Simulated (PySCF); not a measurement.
A GIAO shielding run with PySCF 2.14.0 with density-fitted response routines (density fitting, non-relativistic, gas phase) on `C[Si@@H]1S[SiH2][Si@H]1O[SiH3]`, CH10OSSi4:

```
$ OMP_NUM_THREADS=1 python probes_run.py task.json out

{"job": {"kind": "nmr", "xc": "PBE0", "basis": "pcSseg-1"}, "charge": 0, "multiplicity": 1}
C     -2.325754     1.643706     1.325480
Si    -1.258791     0.831276    -0.019433
S     -2.326996    -0.927052    -0.815238
Si    -0.641363    -2.265213    -0.461157
Si     0.499354    -0.560660     0.651924
O      1.965660    -0.198557     0.050965
Si     3.142825     0.216925    -0.982917
H     -3.321049     1.863281     0.951097
H     -1.883573     2.574801     1.666828
H     -2.439538     0.991305     2.187048
H     -1.156173     1.769044    -1.146911
H     -0.218207    -2.770214    -1.768445
H     -1.174853    -3.407860     0.277825
H      0.801419    -0.711644     2.083380
H      2.644652    -0.005368    -2.338133
H      4.262012    -0.658517    -0.648839
H      3.423378     1.626777    -0.724460
```

Hardware: 1 thread of an Arm Neoverse V2, shared host. The job also computes population analyses, field gradients, ring-centre shieldings.

Question: How large is the calculation?

Answer: 96 electrons, 204 basis functions and 1181 auxiliary functions.

Question: How long does it take, and how much memory does it need?

Answer: 38 s of wall time, with 13 SCF cycles and 5 response iterations; peak memory 0.92 GiB. Times on a shared host scatter by some tens of per cent.
